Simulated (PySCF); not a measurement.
CH8B2N2.
Geometry (PBE0-D3(BJ)/def2-SVP, Å), atoms numbered from 1 in this order:
```
atom  x, y, z in Å
B1    -2.3581   -0.3730   -0.0824
N2    -1.2887   -0.5676   -0.9656
B3     0.1309   -0.3090   -0.7667
N4     0.6317    0.1920    0.4330
C5     2.0085    0.4791    0.7336
H6    -2.1523    0.0648    1.0306
H7    -3.4862   -0.6422   -0.4275
H8    -1.5229   -0.9335   -1.8819
H9     0.8958   -0.5360   -1.6788
H10   -0.0195    0.3790    1.1886
H11    2.3836   -0.1213    1.5807
H12    2.6312    0.2467   -0.1413
H13    2.1669    1.5426    0.9839
```

Method: TDDFT CAM-B3LYP/def2-SVPD, vertical, gas phase, core orbitals frozen in the response in PySCF.

Ground-to-excited transition dipoles (e·a0, same axes as the geometry; the sign carries no meaning), for the states with f of 0.002 or more among the lowest 6:

| state | E (eV) | μx | μy | μz |
| --- | --- | --- | --- | --- |
| S1 | 6.141 | -1.022 | -0.197 | -0.188 |
| S6 | 7.827 | 0.058 | -0.339 | 0.112 |

Question: Work out the oscillator strengths.

Answer: f = (2/3) ΔE |μ|² with ΔE in hartree (27.2114 eV).

```json
{"state": "S1", "|μ|² (au)": "1.118", "|μ| (D)": "2.69", "f": "0.168"}
{"state": "S6", "|μ|² (au)": "0.131", "|μ| (D)": "0.92", "f": "0.025"}
```

Question: Label these states by symmetry in Cs.

Answer: The ground state is totally symmetric, so the direction of μ fixes the label. Polarised normal to the mirror plane, so A″: S6. Polarised in the mirror plane, so A′: S1.

Question: Which bond between heavy atoms lies closest to the direction of the S1 transition dipole?

Answer: N4–C5 and N2–B3, at 2° from it; next B1–N2 at 53°.

Question: What angle do the transition dipoles of S1 and S6 make?

Answer: |cos θ| = |μa·μb| / (|μa| |μb|) = 0.04, so θ ≈ 88° (taken between 0 and 90°, since the signs are arbitrary).

Question: How is the summed strength of these states shared among x, y and z?

Answer: (2/3) Σ ΔE μα² gives 0.158 for x, 0.028 for y and 0.008 for z, 0.193 in all.

Question: What peak molar absorption coefficient would the strongest computed level give as a lone Gaussian band 0.5 eV wide at half height?

Answer: ε(max) = 2.175×10⁸ f / FWHM, with the width in cm⁻¹. S1: 2.175×10⁸ × 0.1682 / 4033 ≈ 9100 L mol⁻¹ cm⁻¹.

Hardware: one thread of an Arm Neoverse V1, shared host with 32 logical CPUs at a one-minute load of 18. Cost: 21 s (grids of density and orbitals included), 0.76 GiB resident at most.

One conformer stands for the species.

Without π bonds the low states may be Rydberg-like; a valence basis with one diffuse set may place them up to an eV too high.
